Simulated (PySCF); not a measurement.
These compounds are isomers of formula C6H10ClN3.

A. SMILES Cc1nnc(Cl)n1C(C)C
B. `CC(C)(C)n1ncc(Cl)n1`
C. SMILES Cc1nn(C(C)C)nc1Cl
D. `CC(C)(C)n1cc(Cl)nn1`

Spectrum 1. 13C{1H} NMR (computed): δ 144.9 (C), 123.6 (CH), 57.7 (C), 31.8 (CH3).

Spectrum 2. 13C{1H} NMR (computed): δ 147.7 (C), 135.4 (CH), 60.7 (C), 31.2 (CH3).

Spectrum 3. 13C{1H} NMR (computed): δ 153.6 (C), 147.1 (C), 49.4 (CH), 22.2 (CH3), 13.8 (CH3).

Spectrum 4. 13C{1H} NMR (computed): δ 146.5 (C), 144.0 (C), 58.4 (CH), 25.1 (CH3), 11.9 (CH3).

Theoretical values (PySCF 2.14): GFN2-xTB structure, PBE0/pcSseg-1 with gauge-including orbitals. One computed conformer, non-relativistic Hamiltonian, gas phase, one averaged value for each set of equivalent atoms.

Shifts are taken against calculated references (same method and geometry level): TMS for 13C (σ = 186.93 ppm). Shifts are as computed. Against solution values, carbons near 30 ppm lie about +3 ppm off and those near 130 ppm about +5 ppm; carbons on Cl a further +6 ppm. Of 1211 compounds with measured shifts, 218 miss one by over three times the rms of a fit or turn the order of signals round; such compounds aren't used in these exercises. Carbons bonded to Cl come out too deshielded.

Q: Match each spectrum to its structure.

A: 1–D, 2–B, 3–A, 4–C.

- Spectrum 1 (D): 4 13C signals; δC 57.7 is a fully substituted sp3 carbon bonded to N; δC 31.8 is a methyl carbon.
- Spectrum 2 (B): 4 13C signals; δC 60.7 is a fully substituted sp3 carbon bonded to N; δC 31.2 is a methyl carbon.
- Spectrum 3 (A): 5 13C signals; δC 49.4 is an sp3 CH bonded to N; δC 22.2 is a methyl carbon.
- Spectrum 4 (C): 5 13C signals; δC 58.4 is an sp3 CH bonded to N; δC 25.1 is a methyl carbon.
